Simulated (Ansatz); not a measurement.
Gas-phase electronic energies from Ansatz, PBE0-D4/def2-TZVP geometries. CBS: MP2 limit from def2 TZ/QZ plus the TZ coupled-cluster correction, frozen cores. This one scheme is used for every species. Functionals use def2-TZVPP. B3LYP here is the variant with VWN-RPA as its local correlation; programs differ in this. For Ge outer-core shells are correlated without core-valence functions, which leaves a few kJ/mol of doubt a bond. Scalar relativity is left out up to krypton.

`[GeH3][SiH]1CS1` + H₂ → `C1[SiH2]S1` + GeH₄  (hydrogenolysis of the Si–Ge bond)

CCSD(T)/CBS gives +5.1 kJ/mol.

(1) Another level gave -2.1 kJ/mol. Which?
A. PBE0-D4/def2-TZVPP
B. SCS-MP2/def2-TZVPP
C. B3LYP/def2-TZVPP
D. PBE-D4/def2-TZVPP

Largest T1 diagnostic among the species: 0.013.

## Answers

(1) B. SCS-MP2/def2-TZVPP -2.1, PBE0-D4 8.2, PBE-D4 13.9, B3LYP -8.1 kJ/mol.

The D4 term adds +11.3 kJ/mol with B3LYP and +6.4 kJ/mol with PBE0; it sums over pairs of atoms, weighted by their polarisabilities, and B3LYP, whose exchange is more repulsive, gets the larger term. In def2-TZVPP, CCSD(T) changes the Hartree–Fock value by +30.3 kJ/mol (the triples alone add +5.7 kJ/mol) and MP2 by +35.6 kJ/mol.
